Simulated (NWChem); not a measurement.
CH$_{4}$OZn; SMILES C[O][ZnH]

```xyz
7

Zn     0.2575    -0.7262     0.0016
H      0.0058    -2.2227    -0.0161
O      0.7069     0.9862     0.0235
C     -0.0764     2.1264     0.0041
H     -0.7940     2.1906     0.8498
H      0.5643     3.0265     0.0733
H     -0.6726     2.2400    -0.9265
```
Atoms are numbered in this order, from 1.

Level: PBE0/def2-SVP (NWChem), optimised geometry, unscaled harmonic frequencies. 

```json
[
 {"frequency (cm⁻¹)": "93", "IR intensity (km/mol)": "2.2"},
 {"frequency (cm⁻¹)": "162", "IR intensity (km/mol)": "1.5"},
 {"frequency (cm⁻¹)": "454", "IR intensity (km/mol)": "99.5"},
 {"frequency (cm⁻¹)": "470", "IR intensity (km/mol)": "102.8"},
 {"frequency (cm⁻¹)": "592", "IR intensity (km/mol)": "36.9"},
 {"frequency (cm⁻¹)": "1174", "IR intensity (km/mol)": "0.5"},
 {"frequency (cm⁻¹)": "1184", "IR intensity (km/mol)": "56.9"},
 {"frequency (cm⁻¹)": "1226", "IR intensity (km/mol)": "218.9"},
 {"frequency (cm⁻¹)": "1474", "IR intensity (km/mol)": "1.6"},
 {"frequency (cm⁻¹)": "1476", "IR intensity (km/mol)": "0.9"},
 {"frequency (cm⁻¹)": "1484", "IR intensity (km/mol)": "48.7"},
 {"frequency (cm⁻¹)": "1935", "IR intensity (km/mol)": "90.2"},
 {"frequency (cm⁻¹)": "2955", "IR intensity (km/mol)": "141.8"},
 {"frequency (cm⁻¹)": "3011", "IR intensity (km/mol)": "90.9"},
 {"frequency (cm⁻¹)": "3055", "IR intensity (km/mol)": "66.0"}
]
```

| Quantity | Value |
|---|---|
| zero-point energy | 29.6 kcal/mol |
| thermal correction to the enthalpy at 298.15 K (with zero-point energy) | 33.3 kcal/mol |
| heat capacity Cv | 14.4 cal/(mol K) |
| entropy at 298.15 K and 1 atm (symmetry number 1) | 71.2 cal/(mol K) |
| dipole moment | 1.19 D |

Rigid rotor and harmonic oscillator; modes under 100 cm⁻¹ make the entropy uncertain.
